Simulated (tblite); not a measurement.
Compound: C6H5BrF (doublet state).
Atom-mapped SMILES: `[H]/[C:1]=[C:2]([F:3])/[CH:4]=[C:5](\[Br:6])[CH:7]=[CH2:8]` (hydrogens: H9 on C1; H10 on C4; H11 on C7; H12, H13 on C8)
Bond orders are those of one Lewis drawing.

Computed with GFN2-xTB (tblite), gas phase: L-BFGS steps from a force-field or distance-geometry start until the largest atomic force falls under 0.01 eV/Å.

At the end of the run (lengths in Å): C2–F3 1.375, C1=C2 1.310, C2–C4 1.439, C5–C7 1.438, C7–H11 1.083, C5–Br6 1.929, C1–H9 1.065, C5–C7–C8 126.1°, F3–C2–C4 114.3°, C4–C5–C7 125.9°, C1–C2–C4 122.3°, C1–C2–C4–C5 0°, C2–C4–C5–Br6 0°, C4–C5–C7–C8 180°.

Problem. These geometries were met on the way; a selection of coordinates is given. Order them by energy above the end point, lowest first.
A. C2–F3 1.340, C1=C2 1.340, C2–C4 1.465, C5–C7 1.458, C7–H11 1.081, C5–Br6 1.911, C1–H9 1.082, C5–C7–C8 117.0°, F3–C2–C4 121.7°, C4–C5–C7 119.6°, C1–C2–C4 116.1°, C1–C2–C4–C5 0°, C2–C4–C5–Br6 1°, C4–C5–C7–C8 180°
B. C2–F3 1.382, C1=C2 1.311, C2–C4 1.425, C5–C7 1.432, C7–H11 1.084, C5–Br6 1.946, C1–H9 1.052, C5–C7–C8 122.8°, F3–C2–C4 117.6°, C4–C5–C7 125.2°, C1–C2–C4 122.3°, C1–C2–C4–C5 0°, C2–C4–C5–Br6 0°, C4–C5–C7–C8 180°
C. C2–F3 1.384, C1=C2 1.300, C2–C4 1.429, C5–C7 1.435, C7–H11 1.102, C5–Br6 1.926, C1–H9 1.073, C5–C7–C8 120.0°, F3–C2–C4 119.3°, C4–C5–C7 122.4°, C1–C2–C4 119.8°, C1–C2–C4–C5 0°, C2–C4–C5–Br6 1°, C4–C5–C7–C8 180°
D. C2–F3 1.369, C1=C2 1.314, C2–C4 1.430, C5–C7 1.428, C7–H11 1.072, C5–Br6 1.943, C1–H9 1.062, C5–C7–C8 124.5°, F3–C2–C4 115.9°, C4–C5–C7 126.4°, C1–C2–C4 123.2°, C1–C2–C4–C5 0°, C2–C4–C5–Br6 0°, C4–C5–C7–C8 180°
E. C2–F3 1.368, C1=C2 1.314, C2–C4 1.441, C5–C7 1.434, C7–H11 1.078, C5–Br6 1.919, C1–H9 1.072, C5–C7–C8 125.2°, F3–C2–C4 114.5°, C4–C5–C7 125.9°, C1–C2–C4 123.7°, C1–C2–C4–C5 0°, C2–C4–C5–Br6 0°, C4–C5–C7–C8 180°

Solution. E (0.025 eV), D (0.057 eV), B (0.103 eV), C (0.212 eV), A (0.362 eV).

```tsv
step	E above end (eV)	rms distance from the end, all atoms (Å)	largest force (eV/Å)	rms shift of all bonds from the end (Å)
6	0.025	0.036	0.230	0.005
4	0.057	0.050	0.493	0.009
3	0.103	0.065	0.697	0.010
1	0.212	0.083	1.255	0.010
0	0.362	0.091	2.641	0.019
```

Rows stand in the order of the answer.
